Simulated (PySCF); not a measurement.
Compound: cyclo-(F2SnO)2.
Bonds: Sn1–F2, Sn1–F3, Sn1–O4, Sn1–O8, O4–Sn5, Sn5–F6, Sn5–F7, Sn5–O8.

A GFN2-xTB structure was refined with PySCF, PBE0-D3(BJ)/def2-SVP geometry optimisation, gas phase, def2 core potentials past Kr. Its GFN2-xTB values:

```
   coordinate  GFN2-xTB
       Sn1–F2   1.863 Å
       Sn1–O4   1.994 Å
       Sn5–O8   1.913 Å
   Sn1–O4–Sn5     92.0°
    F2–Sn1–F3    109.9°
    F2–Sn1–O4    119.3°
    O4–Sn1–O8     85.6°
    O4–Sn5–F6    115.6°
Sn1–O4–Sn5–F6     -115°
F2–Sn1–O4–Sn5      112°
F2–Sn1–O8–Sn5     -117°
O4–Sn5–O8–Sn1       -4°
```

How do these coordinates change at the PBE0-D3(BJ)/def2-SVP level?

| coordinate | PBE0-D3(BJ)/def2-SVP (Å or °) | change |
| --- | --- | --- |
| Sn5–O8 | 1.997 | +0.084 |
| Sn1–F2 | 1.908 | +0.045 |
| Sn1–O4 | 1.997 | +0.003 |
| F2–Sn1–F3 | 103.8 | -6.1 |
| F2–Sn1–O4 | 116.7 | -2.6 |
| Sn1–O4–Sn5 | 93.8 | +1.8 |
| O4–Sn5–F6 | 116.5 | +0.9 |
| O4–Sn1–O8 | 86.2 | +0.6 |
| F2–Sn1–O4–Sn5 | 118 | +6 |
| O4–Sn5–O8–Sn1 | 0 | +4 |
| Sn1–O4–Sn5–F6 | -118 | -3 |
| F2–Sn1–O8–Sn5 | -118 | -1 |

The energy falls by 0.272 eV over 10 energy and gradient evaluations, the largest force component goes from 0.0388 to 2.3e-04 Eh/bohr, and the atoms move by 0.115 Å rms after alignment. The bond that changes most is Sn5–O8 (ends: tin bonded to 2 F and 2 O; oxygen bonded to 2 Sn), which lengthens by 0.084 Å. Bonds longer at the end by more than 0.005 Å: 5 of 8; shorter: 1. Rotational constants go from 2101, 492.5, 441.1 to 2190, 460.6, 418.0 MHz.

The run used 136 basis functions and 74 SCF cycles in all.

Whether it is a minimum is left open (no frequencies). One conformer, not necessarily the lowest.
